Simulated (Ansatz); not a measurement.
Consider the redistribution: `N[SiH2]BF` + `ClC1=C[SiH2]1` → `FB[SiH2]Cl` + `NC1=C[SiH2]1`.

Program: Ansatz. Geometries: PBE0-D4/def2-TZVP. ΔE: electronic, gas phase. CCSD(T)/CBS is the MP2 limit (def2-TZVPP, def2-QZVPP) plus CCSD(T) − MP2 in def2-TZVPP, frozen cores. Functionals use def2-TZVPP. HSE06 is defined as in plane-wave codes. One conformer a species, not always the lowest.

```tsv
level	ΔE (kJ/mol)	difference from CCSD(T)/CBS
LDA (SPW92)	-90.1	-15.6
revPBE-D4	-82.5	-8.0
B97M-V	-82.9	-8.4
r2SCAN0-D4	-86.9	-12.4
BHLYP-D4	-83.3	-8.8
B2PLYP	-77.7	-3.2
revPBE	-82.4	-7.9
HSE06	-87.0	-12.5
RPA@PBE/def2-TZVPP	-69.5	5.0
MP2/def2-SVP	-90.9	-16.4
HF/def2-TZVPP	-84.4	-9.9
CCSD(T)/def2-TZVPP	-73.3	1.2
HF/def2-QZVPP	-83.9	-9.4
HF/CBS(def2)	-83.9	-9.4
MP2/CBS(def2)	-75.6	-1.1
CCSD/CBS(def2)	-76.1	-1.6
CCSD(T)/CBS	-74.5	0
```

Largest T1 diagnostic among the species: 0.013.

In def2-TZVPP, CCSD(T) changes the Hartree–Fock value by +11.1 kJ/mol (the triples alone add +1.6 kJ/mol) and MP2 by +10.0 kJ/mol. Leaving LDA and LC-ωPBE aside and taking each functional with its dispersion term where it has one, the values, not all of them listed here, spread over 10.2 kJ/mol, from PBE0-D4 to BLYP-D4. LDA lies −5.9 kJ/mol from PBE without D4.
